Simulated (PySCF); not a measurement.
Species: C4H12Si4.
SMILES with atom numbers: `[CH3:1][C:2]#[C:3][Si@@H:4]1[CH2:5][SiH2:6][SiH2:7][SiH2:8]1`

NICS is the negative of the GIAO shielding at a point without a nucleus: at the ring centre (0) and 1 Å above and below it (1); zz is the component along the ring normal. Level: GIAO PBE0/pcSseg-1 (PySCF, non-relativistic, gas phase) on the GFN2-xTB geometry, one conformer.

Ring bond lengths (Å), with Mayer bond orders in brackets: Si4–C5 1.922 (0.89), C5–Si6 1.913 (0.91), Si6–Si7 2.325 (0.88), Si7–Si8 2.334 (0.86), Si8–Si4 2.332 (0.87).

Give the NICS values of each ring in ppm.

| ring | type | NICS(0) | NICS(1), two faces | NICS(1)zz, two faces | rms pucker (Å) | centre to ring atoms, mean (Å) |
| --- | --- | --- | --- | --- | --- | --- |
| Si4–C5–Si6–Si7–Si8 | 5-membered ring with 4 Si; formal bonds all single | -2.7 | -3.0 / -2.9 | 0.1 / 1.9 | 0.19 | 1.82 |

What can be read from them?

- Si4–C5–Si6–Si7–Si8: mean NICS(1)zz 1.0 ppm, near zero. Si4, C5, Si6, Si7, Si8 have four or more neighbours; no verdict on aromaticity is drawn.

What are the shieldings of the ring atoms and their hydrogens in the same run (means over atoms taken as equivalent)?

```csv
atoms,environment,σ isotropic (ppm),"principal values of the symmetric part, first atom (ppm)"
Si4,SiH silicon,405.2,"359.4, 405.1, 451.0"
C5,sp3 carbon bound to silicon,191.2,"181.8, 191.1, 200.7"
Si6,SiH2 silicon,418.3,"370.2, 411.7, 473.1"
Si7,SiH2 silicon,473.2,"453.5, 465.3, 500.7"
Si8,SiH2 silicon,470.8,"449.9, 463.5, 499.0"
H on Si4,Si–H hydrogen,27.03,"23.5, 25.2, 32.4"
H on C5,methylene hydrogen,31.00,"24.7, 28.8, 39.4"
H on C5,methylene hydrogen,31.81,"26.1, 30.4, 38.9"
H on Si6,Si–H hydrogen,27.79,"23.9, 25.5, 34.0"
H on Si6,Si–H hydrogen,27.41,"23.3, 25.1, 33.9"
H on Si7,Si–H hydrogen,28.25,"24.6, 25.2, 34.9"
H on Si7,Si–H hydrogen,28.35,"24.4, 25.4, 35.3"
H on Si8,Si–H hydrogen,28.25,"24.3, 26.0, 34.4"
H on Si8,Si–H hydrogen,28.32,"24.4, 25.6, 35.0"
```

The list is cut; further classes of hydrogen are left out.

The run took 47 s wall on one thread of an Arm Neoverse V1, shared host with 32 logical CPUs at a one-minute load of 14, and the process peaked at 1.1 GiB of memory. This is the whole shielding run at PBE0/pcSseg-1, SCF included.
